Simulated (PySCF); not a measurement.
**Gas-phase thermal properties of GeO2**

Computed with PySCF (xtb for GFN2) and rigid-rotor harmonic-oscillator thermochemistry at 1 bar. 6-31G* has spherical d functions here. All species are closed-shell singlets. B3LYP is the form with VWN-RPA correlation. Ge: all electrons, no relativistic terms. GeO2: computed as isolated molecules; such fragments, hydroxides, amides, oligomers or adducts are transient or little studied in the gas. The harmonic model lacks anharmonicity and excited electronic states, which grow with temperature; levels with a mode under 35 cm⁻¹ are left out.

| level | point group | σ | ZPE (kJ/mol) | S°298 (J/mol/K) | Cp298 (J/mol/K) | S°1000 (J/mol/K) | H1000 − H298 (kJ/mol) |
|---|---|---|---|---|---|---|---|
| B3LYP/6-31G* | D∞h | 2 | 13.8 | 246.8 | 48.2 | 313.2 | 39.3 |
| GFN2-xTB | D∞h | 2 | 13.3 | 248.0 | 48.6 | 314.7 | 39.5 |
| HF/6-31G* | D∞h | 2 | 15.2 | 243.9 | 47.0 | 309.2 | 38.7 |
| PBE/def2-SVP | D∞h | 2 | 13.7 | 246.5 | 48.3 | 313.1 | 39.4 |
| PBE0/def2-TZVP | D∞h | 2 | 14.7 | 244.4 | 47.4 | 310.2 | 39.0 |
σ: rotational symmetry number. Electronic degeneracy used: 1. Frequencies are unscaled.
